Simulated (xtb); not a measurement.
H2O3S, SMILES O=S(O)O. All values are semi-empirical tight-binding results from xtb (GFN2-xTB unless named), good for trends rather than for accurate numbers. The structure is a stationary point at GFN2-xTB. Other conformers were not sampled.

Optimised geometry:

Bonded distances (Å): O1–S2 1.442, S2–O3 1.661, S2–O4 1.661, O3–H5 0.961, O4–H6 0.961. Bond angles (°): O1–S2–O3 105.2, O1–S2–O4 105.2, O3–S2–O4 100.2, S2–O3–H5 113.3, S2–O4–H6 113.3.

The point group as xtb finds it is Cs and the orbital gap is 6.32 eV. The zero-point energy comes out as 18.7 kcal/mol and the G − E(el) at 298.15 K (modified RRHO) is 1.3 kcal/mol. The static polarisability (D4 model) comes out as 39.8 bohr³ and the solvation energy, GFN2-xTB/ALPB(water) is -14.4 kcal/mol. The solvation energy, GFN2-xTB/ALPB(dmf) is -12.1 kcal/mol.

Computed atomic charges and the Wiberg bond orders between heavy atoms:
charges (e) O1 -0.57, S2 1.00, O3 -0.54, O4 -0.54, H5 0.33, H6 0.33. Bond orders O1–S2 1.84, S2–O3 1.06, S2–O4 1.06.
